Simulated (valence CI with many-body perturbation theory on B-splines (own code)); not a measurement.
Tl XXXII: what each term of the Hamiltonian does

Calculated by valence CI with perturbative core correlation (CI+MBPT): four valence electrons over a frozen Dirac-Fock core [Kr] 4d10, radial functions for each j: 8 s, 8 p, 9 d, 9 f, 6 g, 3 h, 2 i, with the one-electron correlation potential Σ1 (screened to all orders), the two-electron term Σ2, the three-electron term Σ3, Breit, model QED; selected single and double excitations, second order for the rest, scaled by the run's own slope (own B-spline code, finite nucleus).

No measured spectrum was set against this ion. As an estimate, large intervals hold to a few tenths of a per cent, small ones and those within an open d or f shell to about a per cent. Core correlation moves these levels by up to 4800 cm⁻¹, and in measured spectra 5 to 20 % of such shifts remained as error; rates that hang on mixing are uncertain with them. Only levels of the ground parity were solved; by the run's estimate the other parity begins above the list, which can be wrong where configurations are misplaced.

Each rung adds one term. CI alone is the Dirac-Coulomb CI over the frozen core; QED comes last and gives the full result, which names the levels. Energies are above (4f5/2^4) J=4 on the same rung, in cm⁻¹.

Levels are named by their leading jj configuration (3d3/2^4 stands for four electrons in 3d with j = 3/2), which in mixed levels can hold well under half, so a name can repeat and another be missing. Letters in brackets count levels of one name in rising energy.

| Level | CI alone | Σ1 | Σ2 | Σ3 | Breit | QED | Full |
| --- | --- | --- | --- | --- | --- | --- | --- |
| (4f5/2^3 4f7/2) J=5 [a] | 31392 | +629 | +1318 | +128 | -2037 | +166 | 31597 |
| (4f5/2^4) J=2 | 41216 | -4.7 | -3097 | +645 | +950 | -29 | 39680 |
| (4f5/2^3 4f7/2) J=6 [a] | 53615 | +891 | +1554 | +80 | -3541 | +226 | 52826 |
| (4f5/2^3 4f7/2) J=4 [a] | 61676 | +525 | -450 | +82 | -1181 | +116 | 60768 |
| (4f5/2^3 4f7/2) J=1 [a] | 62555 | +649 | -1115 | +759 | -724 | +152 | 62275 |
| (4f5/2^3 4f7/2) J=7 | 67266 | +886 | +1023 | -66 | -4244 | +215 | 65079 |
| (4f5/2^3 4f7/2) J=3 [a] | 72732 | +699 | -938 | +582 | -1480 | +160 | 71755 |
| (4f5/2^3 4f7/2) J=8 | 76776 | +832 | +579 | -69 | -4840 | +194 | 73473 |
| (4f5/2^3 4f7/2) J=2 [a] | 76484 | +675 | -2118 | +549 | -1075 | +150 | 74666 |
| (4f5/2^3 4f7/2) J=3 [b] | 79994 | +694 | -2173 | +676 | -1021 | +152 | 78322 |
| (4f5/2^3 4f7/2) J=2 [b] | 82127 | +817 | -1066 | -479 | -1515 | +188 | 80072 |
| (4f5/2^2 4f7/2^2) J=6 [a] | 92780 | +1158 | +1643 | -263 | -3825 | +285 | 91778 |
| (4f5/2^3 4f7/2) J=5 [b] | 94107 | +924 | -935 | +346 | -2702 | +207 | 91947 |
| (4f5/2^2 4f7/2^2) J=7 [a] | 101106 | +1306 | +1492 | +55 | -5027 | +323 | 99254 |
| (4f5/2^2 4f7/2^2) J=4 [a] | 102663 | +1185 | -955 | +737 | -2799 | +277 | 101109 |
| (4f5/2^4) J=0 | 107387 | +310 | -5620 | +811 | +1291 | +18 | 104196 |
| (4f5/2^2 4f7/2^2) J=8 [a] | 109620 | +1387 | +1257 | +317 | -6045 | +341 | 106877 |
| (4f5/2^2 4f7/2^2) J=4 [b] | 117252 | +1327 | -321 | +154 | -3062 | +316 | 115666 |
| (4f5/2^2 4f7/2^2) J=2 [a] | 118716 | +1363 | +179 | +520 | -2647 | +325 | 118455 |
| (4f5/2^2 4f7/2^2) J=3 [a] | 120507 | +1389 | +131 | +599 | -3061 | +331 | 119895 |
| (4f5/2^2 4f7/2^2) J=5 [a] | 124988 | +1458 | -551 | +508 | -3910 | +342 | 122836 |
| (4f5/2^2 4f7/2^2) J=2 [b] | 127024 | +1322 | -30 | -387 | -2438 | +304 | 125795 |
| (4f5/2^2 4f7/2^2) J=1 | 126879 | +1406 | -774 | +359 | -2095 | +311 | 126086 |
| (4f5/2^2 4f7/2^2) J=5 [b] | 129274 | +1205 | -873 | -140 | -3158 | +277 | 126584 |
| (4f5/2^3 4f7/2) J=4 [b] | 131922 | +1108 | -3022 | +835 | -2486 | +230 | 128586 |
| (4f5/2^3 4f7/2) J=1 [b] | 132140 | +920 | -3412 | +459 | -1025 | +204 | 129285 |
| (4f5/2^2 4f7/2^2) J=8 [b] | 136564 | +1475 | +1211 | -175 | -6302 | +348 | 133121 |
| (4f5/2^2 4f7/2^2) J=3 [b] | 134922 | +1359 | -1124 | +597 | -2722 | +306 | 133338 |
| (4f5/2^2 4f7/2^2) J=9 | 137981 | +1444 | +163 | +417 | -6836 | +339 | 133507 |
| (4f5/2^2 4f7/2^2) J=6 [b] | 137369 | +1340 | -1503 | +541 | -4084 | +301 | 133964 |
| (4f5/2^2 4f7/2^2) J=5 [c] | 138635 | +1551 | +6.0 | -46 | -4274 | +366 | 136239 |

The middle columns are the shifts that each term adds.

How does the ionisation energy move along the ladder, and which term matters most?

CI alone 1141.1, + Σ1 1144.8, + Σ2 1154.3, + Σ3 1154.4, + Breit 1154.2, + QED 1154.2 eV. The largest step is Σ2, 9.6 eV. NIST lists 1170 ± 60 eV (theoretical).
